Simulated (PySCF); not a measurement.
# Distorted geometries of TaOF3

TaOF3 (singlet). PySCF 2.14.0, RKS r2SCAN, Ta def2-SVP with ECP60, O def2-SVP, F def2-SVP; non-relativistic Hamiltonian with scalar-relativistic core potentials where named; density fitting; no spin-orbit coupling. Relaxed geometry:

```xyz
5

Ta   -0.0845    0.0000   -0.0344
O     1.3145    0.0000   -1.0321
F     0.0246    1.5541    1.0122
F    -1.5594    0.0000   -1.1968
F     0.0246   -1.5541    1.0122
```

Question: Order these distorted geometries by energy above the relaxed one, lowest first.
A.
```xyz
5

Ta   -0.0939   -0.0123   -0.0409
O     1.3014   -0.0056   -1.0280
F     0.0782    1.5626    0.9882
F    -1.5876    0.0171   -1.2159
F     0.0217   -1.5619    1.0578
```
B.
```xyz
5

Ta    0.0547    0.0206   -0.0278
O     1.2986    0.0095   -0.9820
F     0.0536    1.5279    0.8893
F    -1.7168    0.0480   -1.1798
F     0.0298   -1.6060    1.0615
```
C.
```xyz
5

Ta   -0.2444   -0.0609    0.1297
O     1.4976   -0.0792   -0.9211
F     0.0453    1.6532    0.9808
F    -1.4425    0.1332   -1.3556
F    -0.1361   -1.6462    0.9274
```

Answer: A (0.02 eV), B (1.78 eV), C (2.29 eV).

Question: Which forces (eV/Å) act in the one that lies 2.29 eV up?

Answer: 
```
Ta   7.46  5.36 -7.59
O   -6.97 -0.15  4.30
F   -0.73 -1.73 -0.15
F    0.46 -0.37  1.47
F   -0.22 -3.12  1.98
```
Forces carry noise of the integration grid, about 0.01 to 0.03 eV/Å.

No frequency check is given that shows the relaxed geometry to be a minimum.
